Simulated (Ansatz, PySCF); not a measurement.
Ways to break one bond of O[Si](O)(O)F [fluoro(trihydroxy)silane]:

A. O[Si](O)(O)F → O[Si](O)O + F atom
B. O[Si](O)(O)F [fluoro(trihydroxy)silane] -> [O][Si](O)(O)F + H atom
C. O[Si](O)(O)F [fluoro(trihydroxy)silane] -> [OH] (HO) + O[Si](O)F

Quantity: bond dissociation energy (enthalpy at 298 K, with B3LYP-D3(BJ) rigid-rotor harmonic-oscillator terms), kcal/mol. Each molecule is optimised on its own at B3LYP-D3(BJ)/def2-TZVP (Ansatz, an electronic-structure program), one conformer each, not searched for the lowest. Frequencies are from Ansatz or PySCF. Correlated levels leave the core frozen unless marked. UHF or UKS for open shells. No spin-orbit coupling. No relativistic terms. Basis-set limits of correlation are two-point, X^-3; Hartree-Fock from the larger set. The bracket is a focal-point correction in the basis named.

### Question
Rank them by bond dissociation energy at RI-MP2/CBS(cc-pV(T+d)Z,cc-pV(Q+d)Z)+[CCSD(T)-MP2]/cc-pV(T+d)Z (Ansatz), lowest first.

### Answer
B (125.6 kcal/mol), C (140.6 kcal/mol), A (167.3 kcal/mol)
